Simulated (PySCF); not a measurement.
## How the method changes the constants of BRh

State: ¹Σ⁺ (singlet), closed shell. Set-up: B x2c-TZVPPall, Rh x2c-TZVPPall; spin-free X2C with a Gaussian nucleus (PySCF 2.14). De refers to B + Rh (4d8 5s1) in their high-spin ground configurations, without counterpoise correction. A positive dipole means B(−)Rh(+). Levels whose curve was spin-contaminated or gave no clean fit are not listed.

```
      Level  Re (Å)  ωe (cm⁻¹)  De (eV)  μ (D)  CPU s a point (SCF and correlation, without the integrals)
        RHF   1.638       1035      n/a   3.26                                                         1.6
   RHF-CCSD   1.668       1010     4.54    n/a                                                         n/a
RHF-CCSD(T)   1.693        956     5.29    n/a                                                          49
        PBE   1.695        944     6.01   2.91                                                         2.5
       PW91   1.694        945     6.02   2.89                                                         1.7
       BP86   1.697        941     5.90   2.84                                                         1.8
     r²SCAN   1.680        973     5.35   3.09                                                         6.4
       PBE0   1.671        986     5.13   3.03                                                           7
    r²SCAN0   1.661       1008     4.65   3.09                                                         5.6
  BHandHLYP   1.657       1006     3.98   3.03                                                         3.8
    ωB97X-V   1.665       1009     5.12   3.17                                                          14
```

(1) Which functional lies closest to RHF-CCSD(T) in De, which farthest, and by how much do they differ from it?

(2) What does a quarter of exact exchange do here, going from PBE to PBE0?

(3) What does the step from GGA to meta-GGA do here, going from PBE to r²SCAN?

Correlated steps freeze 15 core orbitals. The metal atom is held in its measured ground configuration; semilocal functionals can put another filling of s and d lower by some tenths of an eV, and De to that atom would be smaller. These are scalar-relativistic numbers at best; spin–orbit coupling would shift them, the dissociation energy most. Where the molecule has an RHF reference, its open-shell atoms are computed with UHF. The CCSD T1 diagnostic is raised, a sign that a single reference may not be enough here.

The whole job (state search and all levels along the bond) took about 12 min on 2 threads of Arm Neoverse V1 (shared host), peak memory 4.4 GiB.

Results:

(1) Closest is r²SCAN (-1.3 pm in Re, +1.8 % in ωe, +0.06 eV in De against RHF-CCSD(T) in the same basis), farthest BHandHLYP (-3.6 pm in Re, +5.2 % in ωe, -1.31 eV in De). CCSD(T) converges more slowly with the basis than the functionals do and binds too weakly in this one, so the order can change at the basis-set limit.

(2) PBE0 less PBE: -2.4 pm in Re, +4.4 % in ωe, -0.88 eV in De. Exact exchange removes part of the self-interaction that spreads semilocal densities, and in most molecules shortens and stiffens the bond and lowers De; so it does here.

(3) r²SCAN less PBE: -1.5 pm in Re, +3.1 % in ωe, -0.66 eV in De.
